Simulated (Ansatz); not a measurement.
`[CH3][Zn][CH2]S`. The species carries charge 0 and has multiplicity 1. For Zn the d shell is correlated and the shells below it are frozen. Scalar relativity is left out up to krypton.

```xyz
10

C    -0.634    1.226   -1.664
Zn   -0.220   -0.115   -0.328
C     0.220   -1.387    1.084
S     0.838   -0.477    2.535
H     0.243    1.455   -2.276
H    -1.428    0.880   -2.330
H    -0.968    2.154   -1.193
H     0.913   -2.185    0.814
H    -0.700   -1.863    1.434
H     1.736    0.313    1.924
```

(1) Give the diagnostics of a CCSD(T)/def2-TZVPP run (frozen core, the Gaussian-basis code of Ansatz). (An estimate is asked.)

Answers

(1) The calculation gave: T1 = 0.0132, largest single amplitude 0.020, largest double 0.029, (T) share of the correlation energy 3.7 %, 12 CCSD cycles. The RHF solution is stable towards an unrestricted one. T1 lies under the customary mark of 0.02 for closed shells.
